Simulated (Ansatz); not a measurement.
A CCSD(T) single point on `C[O][Sn][CH3]`.

```yaml
crystal:
  periodic: [false, false, false]
  atoms:
    - {symbol: C, position_ang: [-0.415580, 0.798416, -1.362092]}
    - {symbol: O, position_ang: [0.960541, 0.750905, -1.118915]}
    - {symbol: Sn, position_ang: [1.953344, -0.090173, 0.372878]}
    - {symbol: C, position_ang: [0.225203, -0.887705, 1.466740]}
    - {symbol: H, position_ang: [-0.748402, 1.841328, -1.428450]}
    - {symbol: H, position_ang: [-1.012147, 0.303667, -0.585436]}
    - {symbol: H, position_ang: [-0.645024, 0.316513, -2.320282]}
    - {symbol: H, position_ang: [-0.344051, -1.584995, 0.844499]}
    - {symbol: H, position_ang: [-0.450562, -0.082834, 1.771756]}
    - {symbol: H, position_ang: [0.559878, -1.416324, 2.362204]}
basis:
  gaussian: {orbitals: def2-TZVPP}
correlation: {method: ccsd_t}
output: {orbitals: {seedname: orbitals}}
```

```sh
$ ansatz run in.yaml --threads 2 --pin off --events-out ev --progress --plain --max-ram 22528MiB --backend cuda --devices 0, --max-vram 18GiB
```

The program prints (abridged):

```
Functional definition: HF
1511 factors; integrals over basis functions are off by at most 1.1e-3 eV
mean field evaluation 1: about -9995.1962 eV, gradient 4.6e1 eV
mean field evaluation 2: about -9995.3832 eV, gradient 4.6e1 eV
mean field evaluation 4: about -10000.1858 eV, gradient 5.2e0 eV
mean field evaluation 8: about -10000.2883 eV, gradient 5.4e-1 eV
mean field -10000.28971381 eV, -367.5038685425 hartree, gradient 2.7e-6 eV, S^2 0.000000; 0 other end points of the search recorded, 0 dependent functions left out
7 core orbitals not correlated: weight in the atoms' cores, before any rotation towards them, 1.000 or more for the frozen orbitals, at most 0.000 for the correlated occupied ones
reference -10000.28971381 eV, -367.5038685425 hartree; 17, 17 occupied and 203, 203 virtual orbitals, 1511 factors
second order -24.72974527 eV of doubles, -0.00000000 eV of singles
cycle   1  -24.50085471 eV  change    2.3e-1 eV  update   1.3e-1
cycle   2  -25.10510821 eV  change   -6.0e-1 eV  update   4.3e-2
cycle   3  -25.26999456 eV  change   -1.6e-1 eV  update   2.8e-2
cycle   4  -25.26652178 eV  change    3.5e-3 eV  update   9.6e-3
cycle   5  -25.25903207 eV  change    7.5e-3 eV  update   5.6e-3
cycle   6  -25.26075499 eV  change   -1.7e-3 eV  update   2.4e-3
cycle   7  -25.26079499 eV  change   -4.0e-5 eV  update   9.7e-4
cycle   8  -25.26057285 eV  change    2.2e-4 eV  update   2.6e-4
cycle   9  -25.26072189 eV  change   -1.5e-4 eV  update   1.0e-4
cycle  10  -25.26074040 eV  change   -1.9e-5 eV  update   4.0e-5
perturbative correction -0.92570217 eV, -0.0340189275 hartree
Total energy: -10026.47615638 eV, -368.4662025572 hartree
```

It took 4.1 s on 2 threads of an AMD EPYC 7R13 on a shared host and a share of an NVIDIA H100 80 GB, with 0.83 GiB of host memory at the peak.

Correlation energy per correlated electron: -0.770 eV. T1 diagnostic: 0.0167.
